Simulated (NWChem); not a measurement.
System: C2H2BrCl; SMILES ClC(=C)Br

Here is an NWChem input.

```
start job
memory heap 200 mb stack 900 mb global 1100 mb
geometry units angstroms
  C     -1.813643     0.804365     0.000000
  C     -0.502966     0.571149     0.000000
  Cl     0.670629     1.829856     0.000000
  Br     0.211029    -1.171335     0.000000
  H     -2.524923    -0.022264     0.000000
  H     -2.184948     1.830913     0.000000
end
basis spherical
  * library sto-3g
end
dft
  xc hfexch
  iterations 150
end
driver
  maxiter 120
end
task dft optimize
task dft freq
```

Parts of the log:

```
             Northwest Computational Chemistry Package (NWChem) 7.3.0
             --------------------------------------------------------

 CS  symmetry detected

                             Geometry "geometry" -> ""
                             -------------------------

 Output coordinates in angstroms (scale by  1.889725989 to convert to a.u.)

  No.       Tag          Charge          X              Y              Z
 ---- ---------------- ---------- -------------- -------------- --------------
    1 C                    6.0000    -1.81081820     0.81411740     0.00000000
    2 C                    6.0000    -0.50176198     0.57196928     0.00000000
    3 Cl                  17.0000     0.68038889     1.82264424     0.00000000
    4 Br                  35.0000     0.20033437    -1.17534296     0.00000000
    5 H                    1.0000    -2.52771847    -0.00764214     0.00000000
    6 H                    1.0000    -2.17511451     1.84317348     0.00000000

 Effective nuclear repulsion energy (a.u.)     293.5240413886

      Symmetry information
      --------------------

 Group name             Cs
 Group number              2
 Group order               2
 No. of unique centers     6

                                Z-matrix (autoz)
                                --------

 Units are Angstrom for bonds and degrees for angles

      Type          Name      I     J     K     L     M      Value
      ----------- --------  ----- ----- ----- ----- ----- ----------
    1 Stretch                  1     2                       1.33126
    2 Stretch                  1     5                       1.09052
    3 Stretch                  1     6                       1.09164
    4 Stretch                  2     3                       1.72095
    5 Stretch                  2     4                       1.88309
    6 Bend                     1     2     3               122.90654
    7 Bend                     1     2     4               122.37107
    8 Bend                     2     1     5               120.62127
    9 Bend                     2     1     6               119.97454
   10 Bend                     3     2     4               114.72239
   11 Bend                     5     1     6               119.40418
   12 Torsion                  3     2     1     5         180.00000
   13 Torsion                  3     2     1     6          -0.00000
   14 Torsion                  4     2     1     5           0.00000
   15 Torsion                  4     2     1     6         180.00000

  xc_inp: hfexch multiplicative factor not found.

                           NWChem Geometry Optimization
                           ----------------------------

 maximum gradient threshold         (gmax) =   0.000450
 rms gradient threshold             (grms) =   0.000300
 maximum cartesian step threshold   (xmax) =   0.001800
 rms cartesian step threshold       (xrms) =   0.001200
 fixed trust radius                (trust) =   0.300000
 source of zmatrix                         =   autoz

          -------------------
          Energy Minimization
          -------------------

 Using diagonal initial Hessian
 Scaling for Hessian diagonals: bonds = 1.00  angles = 0.25  torsions = 0.10

          --------
          Step   0

                                 NWChem DFT Module
                                 -----------------

 Summary of "ao basis" -> "ao basis" (spherical)
 ------------------------------------------------------------------------------
       Tag                 Description            Shells   Functions and Types
 ---------------- ------------------------------  ------  ---------------------
 C                           sto-3g                  3        5   2s1p
 Cl                          sto-3g                  5        9   3s2p
 Br                          sto-3g                  8       18   4s3p1d
 H                           sto-3g                  1        1   1s

      Symmetry analysis of basis
      --------------------------

        a'         30
        a"          9

[...]

      ----------------------
      Optimization converged
      ----------------------

  Step       Energy      Delta E   Gmax     Grms     Xrms     Xmax
  ---- ---------------- -------- -------- -------- -------- --------
@    4   -3075.17071417 -1.0D-06  0.00015  0.00005  0.00061  0.00144
                                     ok       ok       ok       ok

                                Z-matrix (autoz)
                                --------

 Units are Angstrom for bonds and degrees for angles

      Type          Name      I     J     K     L     M      Value     Gradient
      ----------- --------  ----- ----- ----- ----- ----- ---------- ----------
    1 Stretch                  1     2                       1.31287   -0.00001
    2 Stretch                  1     5                       1.08241   -0.00013
    3 Stretch                  1     6                       1.08213   -0.00015
    4 Stretch                  2     3                       1.78976   -0.00005
    5 Stretch                  2     4                       1.87371    0.00002
    6 Bend                     1     2     3               119.77350    0.00002
    7 Bend                     1     2     4               124.48934    0.00001
    8 Bend                     2     1     5               121.16018   -0.00001
    9 Bend                     2     1     6               121.65558    0.00003
   10 Bend                     3     2     4               115.73716   -0.00003
   11 Bend                     5     1     6               117.18425   -0.00002
   12 Torsion                  3     2     1     5         180.00000    0.00000
   13 Torsion                  3     2     1     6          -0.00000    0.00000
   14 Torsion                  4     2     1     5           0.00000    0.00000
   15 Torsion                  4     2     1     6         180.00000    0.00000

                         Geometry "geometry" -> "geometry"
                         ---------------------------------

 Output coordinates in angstroms (scale by  1.889725989 to convert to a.u.)

  No.       Tag          Charge          X              Y              Z
 ---- ---------------- ---------- -------------- -------------- --------------
    1 C                    6.0000    -1.79862172     0.80923357     0.00000000
    2 C                    6.0000    -0.51447770     0.53608493     0.00000000
    3 Cl                  17.0000     0.67803454     1.87068834     0.00000000
    4 Br                  35.0000     0.20198495    -1.19523289     0.00000000
    5 H                    1.0000    -2.53914675     0.01978568     0.00000000
    6 H                    1.0000    -2.16246323     1.82835968     0.00000000

 Effective nuclear repulsion energy (a.u.)     290.5120164841

      Symmetry information
      --------------------

 Group name             Cs
 Group number              2
 Group order               2
 No. of unique centers     6

[...]

 Rotational Constants
 --------------------
 A=   0.233631 cm-1  (  0.336135 K)
 B=   0.067382 cm-1  (  0.096945 K)
 C=   0.052298 cm-1  (  0.075244 K)

 Temperature                      =   298.15K
 frequency scaling parameter      =   1.0000

 Zero-Point correction to Energy  =   24.401 kcal/mol  (  0.038885 au)
 Thermal correction to Energy     =   27.013 kcal/mol  (  0.043048 au)
 Thermal correction to Enthalpy   =   27.606 kcal/mol  (  0.043992 au)

 Total Entropy                    =   71.963 cal/mol-K
   - Translational                =   40.722 cal/mol-K (mol. weight = 140.9010)
   - Rotational                   =   27.062 cal/mol-K (symmetry #  =        1)
   - Vibrational                  =    4.180 cal/mol-K

 Cv (constant volume heat capacity) =   12.976 cal/mol-K
   - Translational                  =    2.979 cal/mol-K
   - Rotational                     =    2.979 cal/mol-K
   - Vibrational                    =    7.017 cal/mol-K

[normal modes left out]

 ----------------------------------------------------------------------------
 Normal Eigenvalue ||           Projected Infra Red Intensities
  Mode   [cm**-1]  || [atomic units] [(debye/angs)**2] [(KM/mol)] [arbitrary]
 ------ ---------- || -------------- ----------------- ---------- -----------
    1       -0.000 ||    0.000174           0.004         0.169       0.102
    2        0.000 ||    0.000007           0.000         0.007       0.004
    3        0.000 ||    0.000715           0.016         0.697       0.420
    4        0.000 ||    0.000022           0.001         0.022       0.013
    5        0.000 ||    0.001598           0.037         1.558       0.939
    6        0.000 ||    0.000360           0.008         0.350       0.211
    7      262.417 ||    0.001792           0.041         1.747       1.053
    8      376.463 ||    0.000493           0.011         0.481       0.290
    9      494.724 ||    0.000434           0.010         0.423       0.255
   10      616.744 ||    0.014219           0.328        13.862       8.352
   11      837.995 ||    0.000165           0.004         0.161       0.097
   12      934.448 ||    0.043544           1.005        42.449      25.576
   13     1131.675 ||    0.022265           0.514        21.705      13.078
   14     1306.224 ||    0.110559           2.551       107.779      64.939
   15     1648.343 ||    0.000699           0.016         0.682       0.411
   16     1994.308 ||    0.021214           0.489        20.681      12.461
   17     3657.101 ||    0.076292           1.760        74.374      44.812
   18     3816.172 ||    0.011898           0.274        11.599       6.988
 ----------------------------------------------------------------------------
```

Level: Hartree-Fock/STO-3G. This build's default masses of Se (78.918 u) and Br (79.917 u) are each other's, which moves their modes by up to 0.6 %.
